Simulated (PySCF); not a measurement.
Bonds (- single, = double, # triple, : aromatic): C1#C2, C2-C3, C3=C4, C4-C5, C5-C6, C6=C7, C7-C8, C8-C9, C9#C10, C10-C11, C8-C3. C1 carries H12; C4 carries H13; C5 carries H14, H15; C6 carries H16; C7 carries H17; C8 carries H18; C11 carries H19, H20, H21. Stereochemistry as in C#CC1=CCC=C[C@@H]1C#CC. H14 is cis to C9 on the ring; H15 is trans to C9 on the ring.

In vacuum, one averaged value for each set of equivalent atoms, one conformer, non-relativistic Hamiltonian. Shieldings: GIAO PBE0/pcSseg-1; geometry: GFN2-xTB; PySCF.

Question: List the cross peaks expected in HSQC, COSY and HMBC spectra.

Answer: 

HSQC (one-bond C–H):
```tsv
δH	δC
6.58 (H13)	143.1 (C4)
6.17 (H17)	134.6 (C7)
6.00 (H16)	131.2 (C6)
3.66 (H18)	35.2 (C8)
3.08 (H14)	31.8 (C5)
2.82 (H15)	31.8 (C5)
2.59 (H12)	85.9 (C1)
1.97 (H19/H20/H21)	4.8 (C11)
```

COSY cross peaks (H two or three bonds apart, from the bond graph; peaks can be absent where the dihedral angle is near 90°):
```tsv
δH	δH
6.58 (H13)	3.08 (H14)
6.58 (H13)	2.82 (H15)
6.17 (H17)	6.00 (H16)
6.17 (H17)	3.66 (H18)
6.00 (H16)	3.08 (H14)
6.00 (H16)	2.82 (H15)
3.08 (H14)	2.82 (H15)
```

HMBC (two and three bonds, from the bond graph):
```tsv
δH	δC
6.58 (H13)	131.2 (C6), 127.4 (C3), 89.1 (C2), 35.2 (C8), 31.8 (C5)
6.17 (H17)	131.2 (C6), 127.4 (C3), 85.1 (C9), 35.2 (C8), 31.8 (C5)
6.00 (H16)	143.1 (C4), 134.6 (C7), 35.2 (C8), 31.8 (C5)
3.66 (H18)	143.1 (C4), 134.6 (C7), 131.2 (C6), 127.4 (C3), 89.1 (C2), 85.1 (C9), 83.1 (C10)
3.08 (H14)	143.1 (C4), 134.6 (C7), 131.2 (C6), 127.4 (C3)
2.82 (H15)	143.1 (C4), 134.6 (C7), 131.2 (C6), 127.4 (C3)
2.59 (H12)	127.4 (C3), 89.1 (C2)
1.97 (H19/H20/H21)	85.1 (C9), 83.1 (C10)
```

Chemical shifts δ = σref − σ; TMS for $^{1}$H (σ = 31.72 ppm) and $^{13}$C (σ = 186.93 ppm), all at this level.

Shifts are as computed. Against solution values, carbons near 30 ppm lie about +3 ppm off and those near 130 ppm about +5 ppm. Of 1211 compounds with measured shifts, 218 miss one by over three times the rms of a fit or turn the order of signals round; such compounds aren't used in these exercises.
